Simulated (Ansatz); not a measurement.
Two members of one family (Oligo(phenylene vinylene)), computed with Ansatz in the gas phase. The two geometries come from different levels. Binding counts from free atoms in the multiplicity of their measured ground term, without zero-point energy. Sets without diffuse functions give affinities that are too small. A dash marks a value that wasn't run or was left out as unsound. The structures are stationary points that may keep the symmetry of their start. Remarks come from the PBE and PBE0 runs and from stability tests at other levels; not every state was tested. A HOMO above zero means that the electron is unbound at that level and held by the basis, or that self-interaction error raises the level; the energy of removing that electron tells which.

First: [H]/C=C/c1ccc(/C=C/c2ccc(/C=C/c3ccccc3)cc2)cc1 (singlet, charge 0, PBE-D4/def2-SVP geometry).

```xyz
44

H    -4.803   -8.465   -4.168
C    -4.128   -7.771   -3.645
C    -4.366   -6.440   -3.637
C    -3.564   -5.394   -2.991
C    -2.391   -5.663   -2.244
C    -1.666   -4.630   -1.652
C    -2.067   -3.272   -1.767
C    -1.268   -2.238   -1.119
C    -1.529   -0.900   -1.085
C    -0.731    0.131   -0.437
C     0.489   -0.129    0.244
C     1.214    0.889    0.853
C     0.766    2.238    0.821
C     1.488    3.342    1.443
C     2.678    3.274    2.103
C     3.404    4.379    2.727
C     2.921    5.713    2.754
C     3.658    6.732    3.364
C     4.900    6.454    3.964
C     5.394    5.142    3.950
C     4.654    4.120    3.341
C    -0.450    2.499    0.143
C    -1.177    1.477   -0.469
C    -3.241   -3.006   -2.518
C    -3.964   -4.040   -3.109
H    -3.256   -8.218   -3.140
H    -5.259   -6.068   -4.171
H    -2.043   -6.699   -2.124
H    -0.758   -4.866   -1.075
H    -0.367   -2.613   -0.604
H    -2.438   -0.528   -1.589
H     0.876   -1.158    0.294
H     2.152    0.637    1.369
H     0.994    4.324    1.346
H     3.179    2.294    2.190
H     1.951    5.954    2.294
H     3.261    7.760    3.372
H     5.476    7.261    4.442
H     6.363    4.911    4.418
H     5.047    3.091    3.332
H    -0.824    3.534    0.100
H    -2.117    1.713   -0.989
H    -3.589   -1.970   -2.641
H    -4.872   -3.804   -3.688
```

```
              level  HOMO (eV)  LUMO (eV)  gap (eV)  vertical IE (eV)  vertical EA (eV)  vertical triplet (eV)  binding per atom (eV)
    PBE-D4/def2-SVP      -4.79      -2.81      1.98                 –                 –                      –                   5.42
   PBE-D4/def2-TZVP      -4.85      -2.90      1.95              6.43              1.46                   1.75                   5.34
r2SCAN-D4/def2-TZVP      -4.94      -2.84      2.11                 –                 –                      –                   5.18
   PBE0-D4/def2-SVP      -5.55      -2.18      3.37                 –                 –                      –                   5.31
  PBE0-D4/def2-TZVP      -5.55      -2.24      3.31              6.63              1.27                   2.00                   5.23
```

Remarks: HOMO above zero (-1 doublet).

Second: [H]/C=C/c1ccc(/C=C/c2ccc(/C=C/c3ccc(/C=C/c4ccccc4)cc3)cc2)cc1 (singlet, charge 0, r2SCAN-D4/def2-SVP geometry).

Cartesian coordinates in Å:
```
H -8.9919 -6.2129 8.5223
C -8.4150 -5.8499 7.6685
C -7.4212 -4.9594 7.8354
C -6.5665 -4.3772 6.7993
C -5.5502 -3.4705 7.1712
C -4.7060 -2.8927 6.2329
C -4.8342 -3.1920 4.8586
C -3.9795 -2.6294 3.8241
C -2.9465 -1.7654 4.0033
C -2.0862 -1.2079 2.9729
C -2.2215 -1.5007 1.5937
C -1.3708 -0.9475 0.6517
C -0.3281 -0.0639 1.0253
C 0.5935 0.5409 0.0795
C 0.6108 0.3652 -1.2685
C 1.5339 0.9674 -2.2157
C 2.5844 1.8419 -1.8408
C 3.4376 2.3907 -2.7828
C 3.2985 2.1013 -4.1624
C 4.1664 2.6493 -5.1933
C 5.2276 3.4761 -5.0106
C 6.0968 4.0246 -6.0445
C 7.1768 4.8483 -5.6587
C 8.0424 5.3992 -6.6038
C 7.8503 5.1426 -7.9641
C 6.7830 4.3287 -8.3667
C 5.9194 3.7780 -7.4240
C 2.2520 1.2307 -4.5357
C 1.3956 0.6802 -3.5904
C -0.1952 0.2300 2.3997
C -1.0484 -0.3261 3.3452
C -5.8555 -4.0969 4.4872
C -6.6983 -4.6743 5.4272
H -8.6905 -6.2449 6.6852
H -7.2016 -4.6142 8.8545
H -5.4286 -3.2214 8.2307
H -3.9341 -2.1959 6.5710
H -4.2200 -2.9585 2.8066
H -2.7073 -1.4370 5.0221
H -3.0110 -2.1775 1.2564
H -1.5144 -1.2039 -0.4017
H 1.3422 1.2010 0.5325
H -0.1379 -0.2949 -1.7215
H 2.7304 2.0939 -0.7874
H 4.2323 3.0615 -2.4464
H 3.9109 2.3407 -6.2131
H 5.4885 3.7791 -3.9901
H 7.3322 5.0522 -4.5946
H 8.8718 6.0337 -6.2768
H 8.5267 5.5730 -8.7094
H 6.6249 4.1232 -9.4299
H 5.0919 3.1483 -7.7631
H 2.1179 0.9886 -5.5948
H 0.5939 0.0075 -3.9121
H 0.5996 0.9100 2.7216
H -0.9189 -0.0786 4.4041
H -5.9794 -4.3449 3.4276
H -7.4736 -5.3695 5.0924
```

Task: What does the change do? Estimate second minus first.

Result: 
| level | Δ HOMO (eV) | Δ LUMO (eV) | Δ gap (eV) | Δ vertical IE (eV) | Δ vertical EA (eV) | Δ vertical triplet (eV) | Δ binding per atom (eV) |
| --- | --- | --- | --- | --- | --- | --- | --- |
| PBE-D4/def2-SVP | 0.10 | -0.09 | -0.19 | – | – | – | 0.04 |
| PBE-D4/def2-TZVP | 0.11 | -0.08 | -0.19 | -0.32 | 0.29 | -0.14 | 0.04 |
| r2SCAN-D4/def2-TZVP | 0.11 | -0.09 | -0.21 | – | – | – | 0.04 |
| PBE0-D4/def2-SVP | 0.13 | -0.12 | -0.25 | – | – | – | 0.04 |
| PBE0-D4/def2-TZVP | 0.13 | -0.11 | -0.24 | -0.27 | 0.24 | -0.07 | 0.04 |
